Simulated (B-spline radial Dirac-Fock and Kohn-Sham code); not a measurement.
# What relativity does to the binding energies of Dy²³⁺

System: dysprosium as Dy²³⁺, 1s2 2s2 2p6 3s2 3p6 3d10 4s2 4p6 4d7.

Both columns are ΔSCF binding energies of the configuration average from a radial B-spline solver: non-relativistic Hartree-Fock with a point nucleus, and Dirac-Fock with a finite nucleus and the Coulomb interaction alone, averaged over the two j levels with weights 2j+1.

```
shell  Hartree-Fock (eV)  Dirac-Fock (eV)  shift (eV)  shift (%)
   1s            51323.5          54742.1    +3418.54      +6.66
   2s             8916.7           9802.0     +885.34      +9.93
   2p             8511.2           8795.9     +284.69      +3.34
   3s             2557.0           2769.6     +212.64      +8.32
   3p             2375.2           2451.5      +76.23      +3.21
   4s             1006.2           1066.4      +60.15      +5.98
   4p              927.5            949.5      +21.95      +2.37
   4d              792.4            790.0       -2.37      -0.30
```

Relativity binds 1s, 2s, 2p, 3s, 3p, 4s, 4p more strongly, among those listed most of all 2s in relative terms, and 4d more weakly, because the contracted s and p shells screen the nucleus better.

Values without a named source are computed, but for edge energies of neutral atoms, which are taken from tables.
